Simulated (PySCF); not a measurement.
## Trend along the third period: MSe molecules

CCSD(T) with triple-zeta basis sets in PySCF, for the lowest determinant that a PBE0 search found; no spin–orbit coupling. De refers to high-spin ground-configuration atoms.

```json
{"M": "Na", "basis": "def2-TZVPP", "reference, frozen orbitals": "UHF, 10", "state (unpaired electrons)": "doublet (π ↑)", "Re (Å)": "2.610", "ωe (cm⁻¹)": "268", "De (eV)": "2.30"}
{"M": "Mg", "basis": "x2c-TZVPPall", "reference, frozen orbitals": "RHF, 10", "state (unpaired electrons)": "singlet (closed shell)", "Re (Å)": "2.274", "ωe (cm⁻¹)": "418", "De (eV)": "1.69"}
{"M": "Al", "basis": "def2-TZVPP", "reference, frozen orbitals": "UHF, 14", "state (unpaired electrons)": "doublet (σ ↑)", "Re (Å)": "2.173", "ωe (cm⁻¹)": "480", "De (eV)": "3.60"}
{"M": "Si", "basis": "x2c-TZVPPall", "reference, frozen orbitals": "RHF, 14", "state (unpaired electrons)": "singlet (closed shell)", "Re (Å)": "2.071", "ωe (cm⁻¹)": "578", "De (eV)": "5.42"}
{"M": "S", "basis": "def2-TZVPP", "reference, frozen orbitals": "ROHF, 14", "state (unpaired electrons)": "triplet (π ↑↑)", "Re (Å)": "2.046", "ωe (cm⁻¹)": "555", "De (eV)": "3.70"}
{"M": "Cl", "basis": "def2-TZVPP", "reference, frozen orbitals": "UHF, 14", "state (unpaired electrons)": "doublet (π ↑)", "Re (Å)": "2.137", "ωe (cm⁻¹)": "444", "De (eV)": "2.52"}
```

The shortest bond is that of SeS (2.046 Å), the longest that of NaSe (2.610 Å). SiSe is bound most strongly (5.42 eV) and MgSe least (1.69 eV).

The rows differ in basis set, which adds steps of its own.

The state changes along the series, so neighbouring rows are not always alike in their bonding.

Correlated steps freeze the inner cores (10 to 14 orbitals); shallow outer-core shells are correlated. UHF and ROHF references stand side by side, which adds small steps between rows. Spin–orbit coupling is left out. Where the molecule has an RHF reference, its open-shell atoms are computed with UHF. States were picked by a PBE0 search and need not be the measured ground states.
